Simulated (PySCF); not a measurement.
# Spinor energies of P (phosphorus, neutral)

Start: [Ne] 3s2 3p3; 3p3/2 filled at m_j = -1/2, +1/2, +3/2. Calculated with PySCF 2.14 in x2c-TZVPall-2c with one added diffuse shell each of s, p type (6s7p2d1f, 44 functions): generalised Hartree-Fock with the X2C-1e Hamiltonian and a Gaussian nucleus; one run each with spin-orbit coupling (SO) switched off, then screened by Boettger's factors. This is a chosen level, not necessarily the ground level.

```json
{"spinor shell": "1s1/2", "electrons": "2", "ε, spin-free (eV)": "-2182.0", "ε, screened SO (eV)": "-2182.0", "weight of nominal j (screened SO)": "1.000", "rms radius, screened SO (bohr)": "0.120"}
{"spinor shell": "2s1/2", "electrons": "2", "ε, spin-free (eV)": "-205.38", "ε, screened SO (eV)": "-205.37", "weight of nominal j (screened SO)": "1.000", "rms radius, screened SO (bohr)": "0.560"}
{"spinor shell": "2p1/2", "electrons": "2", "ε, spin-free (eV)": "-146.94", "ε, screened SO (eV)": "-147.84", "weight of nominal j (screened SO)": "0.819", "rms radius, screened SO (bohr)": "0.538"}
{"spinor shell": "2p3/2", "electrons": "4", "ε, spin-free (eV)": "-146.94", "ε, screened SO (eV)": "-146.49", "weight of nominal j (screened SO)": "0.910", "rms radius, screened SO (bohr)": "0.540"}
{"spinor shell": "3s1/2", "electrons": "2", "ε, spin-free (eV)": "-19.036", "ε, screened SO (eV)": "-19.035", "weight of nominal j (screened SO)": "1.000", "rms radius, screened SO (bohr)": "2.08"}
{"spinor shell": "3p3/2", "electrons": "3", "ε, spin-free (eV)": "-10.658", "ε, screened SO (eV)": "-10.658", "weight of nominal j (screened SO)": "0.662", "rms radius, screened SO (bohr)": "2.53"}
```

| quantity | spin-free | screened SO |
| --- | --- | --- |
| E (hartree) | -341.52624 | -341.52668 |
| M_J | 3/2 | 3/2 |
| ⟨J²⟩ | 3.751 | 3.751 |
| ⟨L²⟩ | 0.000 | 0.000 |
| ⟨S²⟩ | 3.751 | 3.750 |

Each row is a mean over spinors that exchange with the open shell spreads, by up to 7.606 eV (3s1/2).

Rows whose weight is well below 1 are mixtures of j = l ± 1/2: exchange outweighs spin-orbit coupling there, and the label is only the starting occupation.

Without spin-orbit coupling the j labels of p, d and f shells carry no meaning; the spin-free column gives the mean over the occupied spinors of each nl shell.
